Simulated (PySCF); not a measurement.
Coordinates in bohr (charge 0 multiplicity 1):
```
Y     0.0000    0.0000    0.0000
Br    4.9213    0.0000    0.0000
Br   -2.4607    4.2620    0.0000
Br   -2.4607   -4.2620    0.0000
```

Method: B3LYP/[Y def2-SVP with ECP28, Br def2-SVP], scalar-relativistic core potentials, density fitting, no spin–orbit coupling, PySCF.

This geometry of YBr₃ is a stationary point at this level.

What is the point group?

D3h.

Is it a minimum?

Yes: all harmonic wavenumbers are real, though the softest, 36 cm⁻¹, leaves little margin.

List the harmonic modes with their infrared intensities.


| symmetry | ω (cm⁻¹) | IR (km/mol, summed over degenerate members) |
| --- | --- | --- |
| a2'' | 36 | 24.8 |
| e' | 54 | 2.7 |
| a1' | 202 | 0.0 |
| e' | 292 | 159 |

Give the atomic charges and bond orders.


| atom | Mulliken | Löwdin | polar tensor | Mayer order to Y1 |
| --- | --- | --- | --- | --- |
| Y1 | 0.84 | -0.21 | 1.90 | – |
| Br2,3,4 | -0.28 | 0.07 | -0.63 | 1.23 |

In D3h the vibrations span a2'' + 2e' + a1'. The a1' mode carries no infrared intensity, as symmetry demands.

Only a few start shapes were tried, so a lower isomer may exist.
